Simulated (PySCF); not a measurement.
**Radial density of Ne²⁺ (neon, charge +2)**

UHF, [He] 2s2 2p4, high-spin 3P determinant. Computed with PySCF 2.14 in x2c-SVPall (3s2p1d, 14 functions), with scalar relativity by spin-free X2C-1e.

```csv
r (bohr),4πr²ρ (e/bohr),4πr²(ρα − ρβ)
0.00267,0.05274,0.0001
0.00450,0.1470,0.0003
0.00757,0.3993,0.0009
0.0127,1.023,0.0024
0.0214,2.385,0.0055
0.0360,5.028,0.0120
0.0606,8.678,0.0280
0.102,10.98,0.0966
0.171,8.511,0.4074
0.288,4.961,1.2210
0.485,6.452,2.3400
0.815,6.072,1.9199
1.37,1.603,0.4485
2.31,0.1257,0.0359
3.88,0.0001886,0.0001
```

Densities and radii are taken from the X2C orbitals without a picture-change correction, which distorts them close to the nucleus.
